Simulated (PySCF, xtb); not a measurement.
TiOCl, SMILES [O]=[Ti][Cl] (connectivity only; charge and spin as stated), neutral, multiplicity 2.

Harmonic wavenumbers (cm⁻¹) from GFN2-xTB run with xtb at its own minimum, in rising order: 124, 372, 904.

Question: What does PySCF 2.14.0 with PBE-D3(BJ)/def2-TZVP give at its own minimum? (An estimate is asked for; the answer gives what the named calculation found.)

Answer: 155, 420, 1018. Paired by order, the mean absolute difference is 65 cm⁻¹ and the zero-point energies are 2.0 and 2.3 kcal/mol.
